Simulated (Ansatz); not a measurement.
Consider the hydrogenolysis of the Si–O bond: `OCN[SiH2]O` + H₂ → `OCN[SiH3]` + H₂O.

Program: Ansatz. Geometries: PBE0-D4/def2-TZVP. ΔE: electronic, gas phase. CBS: MP2 limit from def2 TZ/QZ plus the TZ coupled-cluster correction, frozen cores. This one scheme is used for every species. One conformer a species, not always the lowest.

`OCN[SiH2]O`:

Z-matrix (Å, degrees):
```
C
N 1 1.419
O 1 1.433 2 109.8
H 1 1.096 2 110.3 3 -121.2
H 1 1.097 2 109.0 3 119.7
Si 2 1.729 1 118.9 3 -62.6
H 2 1.010 1 112.8 3 80.1
H 3 0.962 1 108.8 2 175.8
O 6 1.645 2 114.3 1 71.6
H 6 1.479 2 109.0 1 -170.1
H 6 1.487 2 104.5 1 -50.0
H 9 0.962 6 113.1 2 -39.7
```

H₂:

```xyz
2

H    -0.168   -0.277    0.185
H     0.168    0.277   -0.185
```

`OCN[SiH3]`:

```xyz
11

O    -0.492    1.233    1.857
C    -0.333    0.009    1.185
N     0.575    0.100    0.081
Si    0.255   -0.500   -1.499
H    -0.709    1.896    1.194
H     0.010   -0.689    1.956
H    -1.295   -0.360    0.801
H     1.527    0.286    0.357
H    -1.124   -0.087   -1.876
H     0.326   -1.984   -1.641
H     1.260    0.095   -2.416
```

H₂O:

Z-matrix (Å, degrees):
```
O
H 1 0.960
H 1 0.960 2 105.1
```

```json
{"level": "HF/def2-TZVPP", "ΔE (eV)": "0.83"}
{"level": "CCSD/def2-TZVPP", "ΔE (eV)": "0.90"}
```

What does CCSD(T)/CBS give? (Estimate.)

Computed: +0.93 eV. The listed levels differ from it by -0.10, -0.03 eV.

Largest T1 diagnostic among the species: 0.011.

The D4 term adds +0.07 eV with B3LYP and +0.04 eV with PBE0; it sums over pairs of atoms, weighted by their polarisabilities, and B3LYP, whose exchange is more repulsive, gets the larger term. In def2-TZVPP, CCSD(T) changes the Hartree–Fock value by +0.10 eV (the triples alone add +0.03 eV) and MP2 by +0.17 eV.

B3LYP here is the variant with VWN-RPA as its local correlation; programs differ in this.
